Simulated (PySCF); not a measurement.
PySCF 2.14 output of an unrestricted LDA calculation on a single atom or ion in aug-cc-pCVQZ-DK (9s8p6d4f2g, 109 functions), with scalar relativity by spin-free X2C-1e:

```
SCF conv_tol = 1e-09
number electrons alpha = 4  beta = 2
    P. A. M. Dirac.,  Math. Proc. Cambridge Philos. Soc. 26, 376 (1930)
    F. Bloch.,  Z. Phys. 57, 545 (1929)
    S. H. Vosko, L. Wilk, and M. Nusair.,  Can. J. Phys. 58, 1200 (1980)
cycle= 1 E= -37.1923504966847  delta_E= -0.00693  |g|= 0.0262  |ddm|= 0.669
cycle= 2 E= -37.1923951773812  delta_E= -4.47e-05  |g|= 0.0042  |ddm|= 0.0897
cycle= 3 E= -37.1923989228907  delta_E= -3.75e-06  |g|= 0.000641  |ddm|= 0.0136
cycle= 4 E= -37.1923991470992  delta_E= -2.24e-07  |g|= 3.14e-05  |ddm|= 0.0035
cycle= 5 E= -37.1923991484615  delta_E= -1.36e-09  |g|= 2.09e-06  |ddm|= 0.000232
cycle= 6 E= -37.1923991484822  delta_E= -2.07e-11  |g|= 2.15e-07  |ddm|= 3.18e-05
converged SCF energy = -37.1923991484822  <S^2> = 2.0009053  2S+1 = 3.0006035
```

The run itself started from symmetry-adapted Hartree-Fock orbitals and held the occupation by maximum overlap, on a logarithmic radial grid, so the iterations belong to that start.

Task: Which element, charge and spin multiplicity is this?

Result: C (carbon, neutral), multiplicity 3; the state was [He] 2s2 2p1 3s1, high-spin 3P determinant (an excited configuration).

The outer electron is Rydberg-like, and this basis confines it to a smaller radius and binds it less than a complete one would.
